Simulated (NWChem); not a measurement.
# CH$_{3}$FO$_{2}$Si; SMILES F[SiH]1OCO1

```xyz
8

F     -0.4837    -1.8113     0.0000
Si     0.4363    -0.4944     0.0000
O     -0.0183     0.6799    -1.1023
C     -0.3534     1.5186     0.0000
O     -0.0183     0.6799     1.1023
H      1.8280    -0.9749     0.0000
H      0.2586     2.4369     0.0000
H     -1.4281     1.7714     0.0000
```
Atoms are numbered in this order, from 1.

All runs: NWChem. Geometry: optimised at PBE0/def2-SVP. Total energies of different functionals are on different scales.

| level | energy (Ha) | highest occupied level (eV) | orbital gap (eV) | dipole (D) |
|---|---|---|---|---|
| PBE/def2-TZVP | -579.4979 | -7.09 | 6.13 | 1.11 |
| B3LYP/def2-TZVP | -579.9709 | -8.44 | 8.16 | 1.20 |
| PBE0/def2-TZVP | -579.5276 | ___ | ___ | 1.20 |
| BLYP/def2-TZVP | -579.9018 | -7.02 | 6.17 | 1.12 |
| PW6B95/def2-TZVP | -580.5308 | -8.83 | 8.80 | 1.22 |

### Question
Some entries are withheld; supply them.

### Answer

- PBE0/def2-TZVP, highest occupied level (eV): -8.66
- PBE0/def2-TZVP, orbital gap (eV): 8.64
